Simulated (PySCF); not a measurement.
C₄H₉N, SMILES N(C)(C=C)C. Atoms are numbered in the order given.

```xyz
14

C      1.9304     0.6188     0.0518
C      0.9853    -0.3422    -0.1088
N     -0.3863    -0.1751    -0.1891
C     -1.2461    -1.2859     0.1601
C     -0.9320     1.1506    -0.0157
H      2.9917     0.3399     0.0181
H      1.6883     1.6810     0.1972
H      1.2963    -1.3959    -0.2212
H     -2.2194    -1.2026    -0.3676
H     -1.4590    -1.3550     1.2564
H     -0.7713    -2.2383    -0.1492
H     -0.8356     1.5306     1.0322
H     -0.4061     1.8671    -0.6802
H     -2.0062     1.1512    -0.2865
```

Geometry: PBE-D3(BJ)/def2-SVP. Other conformers were not sampled.

Level of theory: PBE-D3(BJ)/def2-SVP run with PySCF 2.14.0.

Frequencies are harmonic and unscaled.

```csv
mode,ν (cm⁻¹),IR (km/mol),moving atoms (share of kinetic energy)
1,141,5.1,"H 42 %, C 36 %, N 22 %"
2,193,0.2,"H 88 %, C 11 %"
3,212,1.2,"H 83 %, C 11 %"
4,272,5.2,"H 55 %, N 26 %, C 19 %"
5,309,0.9,"C 50 %, H 44 %"
6,413,0.3,"C 49 %, H 44 %"
7,557,2.8,"C 55 %, H 36 %, N 9 %"
8,673,5.5,"H 64 %, C 28 %"
9,742,56.6,"H 68 %, C 32 %"
10,802,4.4,"C 64 %, H 33 %"
11,946,13.6,"H 87 %, C 13 %"
12,990,9.9,"H 58 %, C 34 %, N 8 %"
13,1050,5.7,"H 72 %, C 26 %"
14,1078,6.7,"H 78 %, C 21 %"
15,1091,52.2,"H 55 %, C 41 %"
16,1119,16.7,"H 69 %, C 20 %, N 11 %"
17,1256,16.4,"H 48 %, N 29 %, C 23 %"
18,1286,11.3,"H 57 %, C 25 %, N 18 %"
19,1343,37.1,"H 48 %, N 37 %, C 15 %"
20,1372,4.5,"H 80 %, C 17 %"
21,1385,21.1,"H 75 %, C 19 %"
22,1398,14.9,H 92 %
23,1401,12.0,H 96 %
24,1415,14.0,"H 87 %, C 12 %"
25,1435,13.3,H 93 %
26,1460,24.6,"H 78 %, N 14 %"
27,1664,200.6,"C 81 %, H 12 %"
28,2886,82.1,H 95 %
29,2895,106.0,H 95 %
30,2998,39.6,H 93 %
31,3005,21.4,H 93 %
32,3060,11.5,"H 91 %, C 9 %"
33,3063,14.0,"H 91 %, C 9 %"
34,3084,15.8,H 92 %
35,3105,0.4,H 94 %
36,3201,7.7,"H 89 %, C 11 %"
```
